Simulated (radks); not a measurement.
Removal energies from the indium ion In12+, [Kr] 4d1, by Delta-SCF beside the eigenvalue of the level emptied. All-electron calculation, non-relativistic Kohn-Sham, PBE, spin-polarised, spherical densities, point nucleus. Program: a radial shooting solver on a logarithmic mesh with Libxc functionals. Open shells are filled with parallel spins first.

removed from    final configuration  Delta-SCF (eV)  -eigenvalue (eV)
4d                             [Kr]          251.43            239.33
4p            [Ar] 3d10 4s2 4p5 4d1          315.06            302.42
4s            [Ar] 3d10 4s1 4p6 4d1          352.93            339.95
3d             [Ar] 3d9 4s2 4p6 4d1          724.15            695.19
